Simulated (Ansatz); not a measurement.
Cartesian coordinates in Å:
```
Cl -2.8391 0.2709 -0.3712
B -1.2103 0.2645 0.3830
S -0.2920 -1.4731 0.2925
B 1.2570 -0.3128 -0.0610
Cl 2.3777 -0.9497 -1.3099
S 0.1637 1.2187 -0.6750
H -1.1452 0.6263 1.5185
H -0.5878 -1.7485 -0.9928
H 1.7340 -0.0474 1.0005
H 0.5421 2.1511 0.2155
```

Charge 0, multiplicity 1.

Problem. List the PBE0/def2-TZVPP orbital energies in eV (Ansatz 0.2.0). (Best estimate.)

Solution. Computed: Occupied: -2767.14, -2767.14, -2423.94, -2423.90, -259.00, -259.00, -219.29, -219.27, -197.28, -197.28, -197.14, -197.14, -197.13, -197.13, -186.50, -186.50, -163.11, -163.08, -163.02, -162.99, -162.98, -162.95, -23.73, -23.08, -22.33, -21.45, -15.11, -14.82, -13.69, -12.30, -11.65, -11.31, -11.07, -10.52, -10.33, -9.51, -8.74, -8.61, -8.47, -8.16. Lowest empty: -0.68, -0.60, -0.23, 0.66, 1.21, 1.37, 1.81, 2.35.
